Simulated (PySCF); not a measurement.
# Working with the constants of SeH⁻

RHF-CCSD(T) constants of SeH⁻, ¹Σ⁺ (singlet), closed shell (PySCF, no relativity, basis sets H def2-SVPD, Se def2-SVPD; masses 1.0078 and 79.9165 u):

- ωe: 2381.3 cm⁻¹
- ωexe: 47.5 cm⁻¹
- Be: 7.7736 cm⁻¹
- αe: 0.232 cm⁻¹
- D (centrifugal): 0.000331 cm⁻¹

Task: Estimate the standard entropy (1 bar) and heat capacity of the ideal gas at 1000 K, rigid rotor with B0 and harmonic oscillator at the fundamental.

Result: Translation (Sackur–Tetrode, M = 80.92 u): 188.8 J/(mol K). Rotation: q = kT/(σB0) = 90.8 with σ = 1, 45.8. Vibration: x = hcν0/kT = 3.29, 1.37. S° = 236.0 J/(mol K); Cp = 7R/2 + 3.62 = 32.7 J/(mol K).

Correlated steps freeze 9 core orbitals.
